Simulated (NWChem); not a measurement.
Program: NWChem. System: BrGe (+1), charge 1, spin multiplicity 1, at a geometry optimised with PBE/def2-SVP. The structure started from a generated list of species. Level: TD-PBE/def2-SVPD.

Job file:

```
start mol
memory heap 200 mb stack 900 mb global 1100 mb
charge 1
geometry units angstroms nocenter noautoz
  Ge     0.000000     0.000000     1.167441
  Br     0.000000     0.000000    -1.067374
  symmetry group C2v
end
basis spherical
  * library def2-svpd
end
dft
  xc xpbe96 cpbe96
  semidirect memsize 60000000 filesize 0
  iterations 100
end
tddft
  rpa
  nroots 6
  notriplet
  thresh 1e-4
end
task tddft energy
```

Part of the output:

```
             Northwest Computational Chemistry Package (NWChem) 7.3.0
             --------------------------------------------------------

                                NWChem Input Module
                                -------------------

 Scaling coordinates for geometry "geometry" by  1.889725989
 (inverse scale =  0.529177249)

 Turning off AUTOSYM since
 SYMMETRY directive was detected!

                             Geometry "geometry" -> ""
                             -------------------------

 Output coordinates in angstroms (scale by  1.889725989 to convert to a.u.)

  No.       Tag          Charge          X              Y              Z
 ---- ---------------- ---------- -------------- -------------- --------------
    1 Ge                  32.0000     0.00000000     0.00000000     1.16744100
    2 Br                  35.0000     0.00000000     0.00000000    -1.06737400

 Effective nuclear repulsion energy (a.u.)     265.2024972446

            Nuclear Dipole moment (a.u.)
            ----------------------------
        X                 Y               Z
 ---------------- ---------------- ----------------
     0.0000000000     0.0000000000     0.0000415740

      Symmetry information
      --------------------

 Group name             C2v
 Group number             16
 Group order               4
 No. of unique centers     2

      Symmetry unique atoms

     1    2


 Summary of "ao basis" -> "" (spherical)
 ------------------------------------------------------------------------------
       Tag                 Description            Shells   Functions and Types
 ---------------- ------------------------------  ------  ---------------------
 *                         def2-svpd                  on all atoms

  pbe96 is a nonlocal functional; adding pw91lda local functional.

                                 NWChem DFT Module
                                 -----------------

 Summary of "ao basis" -> "ao basis" (spherical)
 ------------------------------------------------------------------------------
       Tag                 Description            Shells   Functions and Types
 ---------------- ------------------------------  ------  ---------------------
 Ge                        def2-svpd                14       38   6s4p4d
 Br                        def2-svpd                15       41   6s5p4d

 Summary of "ao basis" -> "ao basis" (spherical)
 ------------------------------------------------------------------------------
       Tag                 Description            Shells   Functions and Types
 ---------------- ------------------------------  ------  ---------------------
 Ge                        def2-svpd                14       38   6s4p4d
 Br                        def2-svpd                15       41   6s5p4d

      Symmetry analysis of basis
      --------------------------

        a1         37
        a2          8
        b1         17
        b2         17

            General Information
            -------------------
          SCF calculation type: DFT
          Wavefunction type:  closed shell.
          No. of atoms     :     2
          No. of electrons :    66
           Alpha electrons :    33
            Beta electrons :    33
          Charge           :     1
          Spin multiplicity:     1
          Use of symmetry is: off; symmetry adaption is: on
          Maximum number of iterations: 100
          AO basis - number of functions:    79
                     number of shells:    29
          Convergence on energy requested:  1.00D-06
          Convergence on density requested:  1.00D-05
          Convergence on gradient requested:  5.00D-04

              XC Information
              --------------
          PerdewBurkeErnzerhof Exchange Functional  1.000
            Perdew 1991 LDA Correlation Functional  1.000 local
           PerdewBurkeErnz. Correlation Functional  1.000 non-local

             Grid Information
             ----------------
          Grid used for XC integration:  medium
          Radial quadrature: Mura-Knowles
          Angular quadrature: Lebedev.
          Tag              B.-S. Rad. Rad. Pts. Rad. Cut. Ang. Pts.
          ---              ---------- --------- --------- ---------
          Ge                  1.25      112          12.0       590
          Br                  1.15      112          11.0       590
          Grid pruning is: on
          Number of quadrature shells:   224
          Spatial weights used:  Erf1

          Convergence Information
          -----------------------
          Convergence aids based upon iterative change in
          total energy or number of iterations.
          Levelshifting, if invoked, occurs when the
          HOMO/LUMO gap drops below (HL_TOL):  1.00D-02
          DIIS, if invoked, will attempt to extrapolate
          using up to (NFOCK): 10 stored Fock matrices.

                    Damping( 0%)  Levelshifting(0.5)       DIIS
                  --------------- ------------------- ---------------
          dE  on:    start            ASAP                start
          dE off:    2 iters        100 iters           100 iters

      Screening Tolerance Information
      -------------------------------
          Density screening/tol_rho:  1.00D-10
          AO Gaussian exp screening on grid/accAOfunc:  14
          CD Gaussian exp screening on grid/accCDfunc:  20
          XC Gaussian exp screening on grid/accXCfunc:  20
          Schwarz screening/accCoul:  1.00D-08

      Superposition of Atomic Density Guess
      -------------------------------------

 Sum of atomic energies:       -4647.13193862
[...]
            Alpha orbitals :      79
             Beta orbitals :      79
        Alpha frozen cores :       0
         Beta frozen cores :       0
     Alpha frozen virtuals :       0
      Beta frozen virtuals :       0
         Spin multiplicity :       1
    Number of AO functions :      79
        Use of symmetry is : off
      Symmetry adaption is : on
         Schwarz screening :  0.10D-07

              XC Information
              --------------
   PerdewBurkeErnzerhof Exchange Functional   1.00
     Perdew 1991 LDA Correlation Functional   1.00 local
    PerdewBurkeErnz. Correlation Functional   1.00 non-local

             TDDFT Information
             -----------------
          Calculation type : TDDFT
         Wavefunction type : Restricted singlets
          No. of electrons :      66
           Alpha electrons :      33
            Beta electrons :      33
              No. of roots :       6
          Max subspacesize :    5200
            Max iterations :     100
               Target root :       1
           Target symmetry : none
      Symmetry restriction : off
                 Algorithm : Optimal
        Davidson threshold :  0.10D-03

            Memory Information
            ------------------
          Available GA space size is         144172959 doubles
          Available MA space size is          50655284 doubles
          Length of a trial vector is         1518
          Algorithm : Incore multiple tensor contraction
          Estimated peak GA usage is          31917148 doubles
          Estimated peak MA usage is             25800 doubles

    6 smallest eigenvalue differences (eV)
--------------------------------------------------------
  No. Spin  Occ  Vir  Irrep   E(Occ)    E(Vir)   E(Diff)
--------------------------------------------------------
    1    1   33   34 a1       -0.523    -0.376     3.994
    2    1   32   34 a2       -0.523    -0.376     3.994
    3    1   33   35 a2       -0.523    -0.376     3.994
    4    1   32   35 a1       -0.523    -0.376     3.994
    5    1   31   34 b1       -0.531    -0.376     4.215
    6    1   31   35 b2       -0.531    -0.376     4.215
--------------------------------------------------------

  Entering Davidson iterations
  Restricted singlet excited states

  Iter   NTrls   NConv    DeltaV     DeltaE      Time
  ----  ------  ------  ---------  ---------  ---------
    1      6       1     0.31E+00   0.10+100        3.8
    2     11       1     0.15E+00   0.47E-01        3.7
    3     21       1     0.48E-01   0.91E-02        4.3
    4     31       1     0.12E-01   0.58E-03        4.4
    5     41       3     0.28E-02   0.38E-04        4.3
    6     47       3     0.62E-03   0.23E-05        3.8
    7     53       5     0.17E-03   0.11E-06        3.8
    8     55       6     0.53E-04   0.70E-08        3.2
  ----  ------  ------  ---------  ---------  ---------
  Convergence criterion met

  Ground state a1      -4649.629831018488 a.u.

  ----------------------------------------------------------------------------
  Root   1 singlet a2             0.146782217 a.u.                3.9941 eV
  ----------------------------------------------------------------------------
     Transition Moments    X -0.00000   Y -0.00000   Z -0.00000
     Transition Moments   XX -0.00000  XY -0.00000  XZ -0.00000
     Transition Moments   YY  0.00000  YZ -0.00000  ZZ  0.00000
     Dipole Oscillator Strength                    0.0000000000
     Electric Quadrupole                           0.0000000000
     Magnetic Dipole                               0.0000000000
     Total Oscillator Strength                     0.0000000000

          sigma_e =   1.6956 Angstrom
          sigma_h =   1.3531 Angstrom
         |d_h->e| =   1.6223 Angstrom
            d_exc =   2.7088 Angstrom
            d_CD1 =   1.9647 Angstrom
            d_CD2 =   0.0979 Angstrom
            d_CD3 =   4.3311 Angstrom
     Pearson C.C. =  -0.0000

     Occ.   32  b2  ---  Virt.   34  b1   0.70711 X
     Occ.   33  b1  ---  Virt.   35  b2  -0.70711 X
  ----------------------------------------------------------------------------
  Root   2 singlet a2             0.153516383 a.u.                4.1774 eV
  ----------------------------------------------------------------------------
     Transition Moments    X  0.00000   Y -0.00000   Z  0.00000
     Transition Moments   XX -0.00000  XY -0.38000  XZ  0.00000
     Transition Moments   YY  0.00000  YZ  0.00000  ZZ  0.00000
     Dipole Oscillator Strength                    0.0000000000
     Electric Quadrupole                           0.0000000028
     Magnetic Dipole                               0.0000000000
     Total Oscillator Strength                     0.0000000028

          sigma_e =   1.7066 Angstrom
          sigma_h =   1.3533 Angstrom
         |d_h->e| =   1.6366 Angstrom
            d_exc =   2.7268 Angstrom
            d_CD1 =   1.9899 Angstrom
            d_CD2 =   0.1066 Angstrom
            d_CD3 =   4.3634 Angstrom
     Pearson C.C. =  -0.0029

     Occ.   32  b2  ---  Virt.   34  b1   0.70719 X
     Occ.   33  b1  ---  Virt.   35  b2   0.70719 X
  ----------------------------------------------------------------------------
  Root   3 singlet a1             0.153516387 a.u.                4.1774 eV
  ----------------------------------------------------------------------------
     Transition Moments    X  0.00000   Y -0.00000   Z  0.00000
     Transition Moments   XX  0.38000  XY -0.00000  XZ -0.00000
     Transition Moments   YY -0.38000  YZ -0.00000  ZZ -0.00000
     Dipole Oscillator Strength                    0.0000000000
     Electric Quadrupole                           0.0000000028
     Magnetic Dipole                               0.0000000000
     Total Oscillator Strength                     0.0000000028

          sigma_e =   1.7066 Angstrom
          sigma_h =   1.3533 Angstrom
         |d_h->e| =   1.6366 Angstrom
            d_exc =   2.7268 Angstrom
            d_CD1 =   1.9899 Angstrom
            d_CD2 =   0.1066 Angstrom
            d_CD3 =   4.3634 Angstrom
     Pearson C.C. =  -0.0029

     Occ.   32  b2  ---  Virt.   35  b2   0.70719 X
     Occ.   33  b1  ---  Virt.   34  b1  -0.70719 X
  ----------------------------------------------------------------------------
  Root   4 singlet b1             0.173288170 a.u.                4.7154 eV
  ----------------------------------------------------------------------------
     Transition Moments    X -0.37858   Y  0.04562   Z  0.00000
     Transition Moments   XX  0.00000  XY -0.00000  XZ -2.61066
     Transition Moments   YY  0.00000  YZ  0.31457  ZZ -0.00000
     Dipole Oscillator Strength                    0.0167975843
     Electric Quadrupole                           0.0000001916
     Magnetic Dipole                               0.0000047252
     Total Oscillator Strength                     0.0168025011

          sigma_e =   1.7091 Angstrom
          sigma_h =   1.7751 Angstrom
         |d_h->e| =   0.9141 Angstrom
            d_exc =   2.6519 Angstrom
            d_CD1 =   0.9801 Angstrom
            d_CD2 =  -0.8280 Angstrom
            d_CD3 =   3.5659 Angstrom
     Pearson C.C. =  -0.0206

     Occ.   30  a1  ---  Virt.   34  b1  -0.11477 X
     Occ.   31  a1  ---  Virt.   34  b1   0.98723 X
     Occ.   31  a1  ---  Virt.   34  b1  -0.05530 Y
     Occ.   31  a1  ---  Virt.   35  b2  -0.11895 X
  ----------------------------------------------------------------------------
  Root   5 singlet b2             0.173288176 a.u.                4.7154 eV
  ----------------------------------------------------------------------------
     Transition Moments    X  0.04562   Y  0.37858   Z  0.00000
     Transition Moments   XX -0.00000  XY -0.00000  XZ  0.31457
     Transition Moments   YY  0.00000  YZ  2.61066  ZZ -0.00000
     Dipole Oscillator Strength                    0.0167975839
     Electric Quadrupole                           0.0000001916
     Magnetic Dipole                               0.0000047252
     Total Oscillator Strength                     0.0168025007

          sigma_e =   1.7091 Angstrom
          sigma_h =   1.7751 Angstrom
         |d_h->e| =   0.9141 Angstrom
            d_exc =   2.6519 Angstrom
            d_CD1 =   0.9801 Angstrom
            d_CD2 =  -0.8280 Angstrom
            d_CD3 =   3.5659 Angstrom
     Pearson C.C. =  -0.0206

     Occ.   30  a1  ---  Virt.   35  b2   0.11477 X
     Occ.   31  a1  ---  Virt.   34  b1  -0.11895 X
     Occ.   31  a1  ---  Virt.   35  b2  -0.98723 X
     Occ.   31  a1  ---  Virt.   35  b2   0.05530 Y
  ----------------------------------------------------------------------------
  Root   6 singlet a1             0.200422105 a.u.                5.4538 eV
  ----------------------------------------------------------------------------
     Transition Moments    X -0.00000   Y  0.00000   Z -0.83118
     Transition Moments   XX -0.35584  XY  0.00000  XZ  0.00000
     Transition Moments   YY -0.35584  YZ -0.00000  ZZ  0.96455
     Dipole Oscillator Strength                    0.0923082569
     Electric Quadrupole                           0.0000000249
     Magnetic Dipole                               0.0000000000
     Total Oscillator Strength                     0.0923082818

          sigma_e =   1.7964 Angstrom
          sigma_h =   1.4622 Angstrom
         |d_h->e| =   1.5369 Angstrom
            d_exc =   2.8160 Angstrom
            d_CD1 =   1.8711 Angstrom
            d_CD2 =  -0.0923 Angstrom
            d_CD3 =   4.3529 Angstrom
     Pearson C.C. =  -0.0386

     Occ.   30  a1  ---  Virt.   36  a1   0.06044 X
     Occ.   31  a1  ---  Virt.   36  a1  -0.35230 X
     Occ.   31  a1  ---  Virt.   36  a1  -0.05356 Y
     Occ.   32  b2  ---  Virt.   35  b2   0.66542 X
     Occ.   32  b2  ---  Virt.   35  b2  -0.10280 Y
     Occ.   32  b2  ---  Virt.   45  b2  -0.05687 X
     Occ.   33  b1  ---  Virt.   34  b1   0.66542 X
     Occ.   33  b1  ---  Virt.   34  b1  -0.10280 Y
     Occ.   33  b1  ---  Virt.   44  b1  -0.05687 X

              Target root =      1
          Target symmetry = none
      Ground state energy =  -4649.629831018488
        Excitation energy =      0.146782217289
     Excited state energy =  -4649.483048801199

  stored tddft:energy   -4649.4830488011994

 Task  times  cpu:       34.3s     wall:       34.3s

 Total times  cpu:       34.3s     wall:       34.3s
```
